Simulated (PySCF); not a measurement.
GeH4, SMILES [GeH4]. Geometry optimised at ωB97X-D3(BJ)/def2-TZVPD. The isomer is the one that the SMILES or the coordinates give; other isomers of the formula were not compared.

Computed equilibrium geometry at ωB97X-D3(BJ)/def2-TZVPD (PySCF confirms it by a frequency run) as Cartesian coordinates in Å, and its point group:
point group Td.
```xyz
5

Ge     0.0000     0.0000     0.0000
H      0.8845    -0.8845    -0.8845
H     -0.8845    -0.8845     0.8845
H     -0.8845     0.8845    -0.8845
H      0.8845     0.8845     0.8845
```
Charge 0, spin multiplicity 1.
